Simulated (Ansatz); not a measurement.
A nudged elastic band was laid between two geometries of H$_{9}$NOSi$_{3}$ (14 atoms, charge 0, multiplicity 1).

Method: Ansatz, RKS B3LYP-D4/6-31G*.

| Quantity | Value |
| --- | --- |
| movable images | 7 |
| climbing image | yes |
| spring | 5.0 eV/Å² |
| optimiser | quadratic models (default) |
| start path | through a guess of the saddle point |
| force threshold | 0.03 eV/Å |
| iteration limit | 55 |
| end points | relaxed |

First end point:

```xyz
14
Properties=species:S:1:pos:R:3
O -0.545 2.444 -0.155
Si 0.444 1.114 -0.391
Si 1.161 0.258 1.678
N -0.274 -0.154 -1.345
Si -1.008 -1.665 -0.886
H -1.339 2.291 0.376
H 1.566 1.694 -1.171
H 1.920 -1.014 1.528
H 0.015 0.014 2.599
H 2.052 1.261 2.327
H -0.335 0.072 -2.336
H -2.468 -1.706 -1.189
H -0.823 -1.815 0.579
H -0.381 -2.823 -1.582
```

Last end point:

```xyz
14
Properties=species:S:1:pos:R:3
O 0.376 2.602 -0.492
Si 1.114 1.084 -0.769
Si 1.192 0.296 1.545
N -0.812 0.082 -1.029
Si -0.758 -1.720 -0.938
H 0.053 2.810 0.397
H -1.458 0.491 -0.352
H 1.463 -1.165 1.730
H -0.095 0.563 2.286
H 2.246 1.017 2.325
H -1.097 0.427 -1.946
H -1.778 -2.300 -1.848
H -1.054 -2.070 0.467
H 0.596 -2.147 -1.347
```

Question: What changes between the two ends?

Answer: Bonds broken: Si2–H7. Bonds formed: N4–H7.

Question: What energy profile does the band end with?

Answer: It did not converge within its limit. The highest image is number 7 of 0 to 8, 2.35 eV above the first end and 0.59 eV above the last; the last end lies 1.76 eV above the first. The band didn't meet its force threshold, so its energies are provisional: the largest band force was still 0.12 eV/Å, and over the last iterations the top stayed at 2.36 eV. Neighbouring images lie up to 2.3 Å apart, so the band is torn or far too coarse. The orbitals stay closed-shell, which can raise the energy where a bond breaks towards radicals; this wasn't checked here.

```tsv
image	path coordinate (Å)	energy (eV)	Si2–H7 (Å)	N4–H7 (Å)
0	0.00	0.00	1.48	2.61
1	1.78	0.04	1.49	2.69
2	3.57	0.14	1.49	2.65
3	5.35	1.41	1.48	2.11
4	7.13	1.76	2.59	1.02
5	8.91	2.26	2.85	1.01
6	10.69	2.29	3.15	1.01
7	12.47	2.35	3.04	1.01
8	14.81	1.76	2.67	1.02
```

The run took 26 min on 2 threads of Arm Neoverse V1 (shared host), peak memory 0.25 GiB.
